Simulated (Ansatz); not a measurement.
Isolated molecules relaxed with PBE0-D4/def2-TZVP in Ansatz; ΔE leaves out vibrations. CCSD(T)/CBS adds triple-zeta CCSD(T) − MP2 to the extrapolated MP2 energy (def2 sets, frozen cores). DFT in def2-TZVPP. B3LYP here is the variant with VWN-RPA as its local correlation; programs differ in this. def2 core potentials past Kr. For In outer-core shells are correlated without core-valence functions, which leaves a few kJ/mol of doubt a bond. Each species was taken in one conformer, which may not be the lowest.

Reaction (substitution at a C–In bond): `N#[C][InH2]` + `C[SiH](N)N` → `C[SiH](N)NC#N` + `[InH3]`

(1) Is it downhill or uphill in electronic energy at CCSD(T)/CBS, and by how much? (An estimate is asked.)

(2) What do these levels give: PBE-D4, B3LYP-D4, PBE, r2SCAN, B3LYP, MP2/def2-TZVPP, CCSD/def2-TZVPP, CCSD(T)/def2-TZVPP, MP2/def2-QZVPP, HF/CBS(def2), MP2/CBS(def2), CCSD/CBS(def2)? (Best estimate.)

Largest T1 diagnostic among the species: 0.015.

Answers

(1) Computed: Uphill: ΔE = +21.1 kcal/mol.

(2) The calculation gave: PBE-D4 13.4, B3LYP-D4 15.5, PBE 14.1, r2SCAN 15.5, B3LYP 16.6, MP2/def2-TZVPP 21.0, CCSD/def2-TZVPP 20.5, CCSD(T)/def2-TZVPP 20.4, MP2/def2-QZVPP 21.4, HF/CBS(def2) 19.7, MP2/CBS(def2) 21.6, CCSD/CBS(def2) 21.1 kcal/mol.

In def2-TZVPP, CCSD(T) changes the Hartree–Fock value by +1.0 kcal/mol (the triples alone add −0.1 kcal/mol) and MP2 by +1.5 kcal/mol. The D4 term adds −1.1 kcal/mol with B3LYP and −0.7 kcal/mol with PBE0; it sums over pairs of atoms, weighted by their polarisabilities, and B3LYP, whose exchange is more repulsive, gets the larger term.
